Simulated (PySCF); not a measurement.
H₅NSiTe, SMILES N[Te][SiH3]. Geometry: PBE0-D3(BJ)/def2-SVP. The def2 effective core potentials stand for the cores of Te; spin–orbit coupling is left out. One conformer was computed; it need not be the lowest.

Computed with PBE0-D3(BJ)/def2-SVP run with PySCF.

Harmonic wavenumbers (cm⁻¹): 103, 115, 286, 332, 517, 551, 551, 777, 881, 913, 948, 964, 1542, 2215, 2223, 2235, 3530, 3640. Rotational constants (GHz): 7.464, 2.805, 2.112; symmetry number 1.

Task: Work out the zero-point energy and the ideal-gas rigid-rotor harmonic-oscillator thermochemistry at 298.15 K and 1 atm.

Result: ZPE = ½ Σ hcν = ½ × 22322 cm⁻¹ = 133.51 kJ/mol. H − E(el) = 151.65 kJ/mol. Entropy in J/(mol K): translation 173.14, rotation 110.41, vibration 49.28, total 332.83. G − E(el) = 52.42 kJ/mol. Cp = 88.98 J/(mol K). Modes under 150 cm⁻¹ make the vibrational entropy uncertain.
